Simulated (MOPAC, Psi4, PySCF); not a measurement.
Internal rotation in C2H4BrF3Si, SMILES FC(F)(F)[SiH2]CBr. Scanned: dihedral C2–Si5–C6–Br7; all other coordinates were relaxed at GFN2-xTB. Points at φ and −φ are mirror images. Heavy atoms are numbered in the order of the SMILES FC(F)(F)[SiH2]CBr, hydrogens after them in the order of the atoms that carry them; the mirror image has the same energies with the sign of each dihedral reversed.

Levels of theory: PM6, restricted, heats of formation // GFN2-xTB (MOPAC); AM1, restricted, heats of formation // GFN2-xTB (MOPAC); RKS-B3LYP/6-31G* = restricted B3LYP/6-31G*, spherical d, density fitting // GFN2-xTB (PySCF); MP2/cc-pVTZ = DF-MP2 (frozen core)/cc-pVTZ // GFN2-xTB (Psi4 1.11).

Energies relative to the lowest point of each profile, in kJ/mol:

```
φ / °   PM6   AM1  RKS-B3LYP/6-31G*
-----  ----  ----  ----------------
-160    1.8   1.0               1.9
-140    5.4   3.3               6.2
-120    7.8   5.3               9.2
-100    7.6   6.1               8.6
-80     6.7   6.7               6.6
-60     7.5   8.7               7.6
-40    10.2  11.2              10.3
0      15.1  14.6              15.8
40     10.2  11.2              10.3
80      6.7   6.7               6.6
120     7.8   5.3               9.2
180     0.0   0.0               0.0
```

Task: Predict the corresponding MP2/cc-pVTZ column.

Result: -160: 2.8; -140: 8.5; -120: 11.7; -100: 10.0; -80: 6.7; -60: 6.6; -40: 11.0; 0: 19.5; 40: 11.0; 80: 6.7; 120: 11.7; 180: 0.0 (kJ/mol).
